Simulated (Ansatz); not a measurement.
A structure relaxed at r2SCAN-D4/def2-SVPD in Ansatz, charge -1, singlet:

```csv
atom,x (Å),y (Å),z (Å)
Si1,1.3412,2.1313,-1.8988
Si2,-0.7382,-2.4148,0.4511
Si3,-0.7363,1.0659,-1.2653
Si4,-1.1771,-0.9859,2.0274
Si5,0.2642,-1.0786,-1.1750
Si6,-0.2489,0.9362,1.0479
Si7,1.7333,0.4869,-0.1745
H8,1.1869,3.3056,-0.9078
H9,-0.3291,2.1859,1.8806
H10,-1.0850,-3.8713,0.3833
H11,0.6550,-1.7971,-2.4389
H12,-1.7546,-1.3040,3.3774
H13,3.0251,0.0663,0.4895
H14,-2.1364,1.2737,-1.7969
```

Question: Give its formula and point group.

Answer: Si₇H₇⁻. Point group Cs (tolerance 0.1 Å).

Question: Summarise the bond lengths by kind (pairs closer than 1.2 times the sum of covalent radii, bridged metal pairs left out).

Answer: 9 × Si–Si 2.17 to 2.42 Å; 7 × H–Si 1.50 to 1.54 Å.

The restricted singlet is unstable towards broken spin symmetry in Hartree–Fock (as tested in another run); at r2SCAN-D4/def2-SVPD this wasn't settled. The structure comes from a short search, and lower isomers may exist.
